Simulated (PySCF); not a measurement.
Radial density of Cu²⁺ (copper, charge +2)

UHF, [Ar] 3d9, 2D determinant. Computed with PySCF 2.14 in aug-cc-pVDZ-DK, with the spin-free X2C one-electron Hamiltonian (Gaussian nucleus).

```json
{"r (bohr)": "0.000925", "4πr²ρ (e/bohr)": "0.2728", "4πr²(ρα − ρβ)": "0.0000"}
{"r (bohr)": "0.00156", "4πr²ρ (e/bohr)": "0.6810", "4πr²(ρα − ρβ)": "0.0000"}
{"r (bohr)": "0.00262", "4πr²ρ (e/bohr)": "1.664", "4πr²(ρα − ρβ)": "0.0000"}
{"r (bohr)": "0.00440", "4πr²ρ (e/bohr)": "3.921", "4πr²(ρα − ρβ)": "0.0000"}
{"r (bohr)": "0.00740", "4πr²ρ (e/bohr)": "8.700", "4πr²(ρα − ρβ)": "0.0001"}
{"r (bohr)": "0.0125", "4πr²ρ (e/bohr)": "17.35", "4πr²(ρα − ρβ)": "0.0001"}
{"r (bohr)": "0.0209", "4πr²ρ (e/bohr)": "28.79", "4πr²(ρα − ρβ)": "0.0003"}
{"r (bohr)": "0.0352", "4πr²ρ (e/bohr)": "35.37", "4πr²(ρα − ρβ)": "0.0006"}
{"r (bohr)": "0.0593", "4πr²ρ (e/bohr)": "30.21", "4πr²(ρα − ρβ)": "0.0026"}
{"r (bohr)": "0.0997", "4πr²ρ (e/bohr)": "30.31", "4πr²(ρα − ρβ)": "0.0164"}
{"r (bohr)": "0.168", "4πr²ρ (e/bohr)": "40.26", "4πr²(ρα − ρβ)": "0.1023"}
{"r (bohr)": "0.282", "4πr²ρ (e/bohr)": "23.60", "4πr²(ρα − ρβ)": "0.4622"}
{"r (bohr)": "0.474", "4πr²ρ (e/bohr)": "20.11", "4πr²(ρα − ρβ)": "1.0646"}
{"r (bohr)": "0.798", "4πr²ρ (e/bohr)": "18.47", "4πr²(ρα − ρβ)": "0.9677"}
{"r (bohr)": "1.34", "4πr²ρ (e/bohr)": "4.658", "4πr²(ρα − ρβ)": "0.3225"}
{"r (bohr)": "2.26", "4πr²ρ (e/bohr)": "0.4397", "4πr²(ρα − ρβ)": "0.0285"}
{"r (bohr)": "3.80", "4πr²ρ (e/bohr)": "0.007631", "4πr²(ρα − ρβ)": "-0.0004"}
```

Densities and radii are taken from the X2C orbitals without a picture-change correction, which distorts them close to the nucleus.
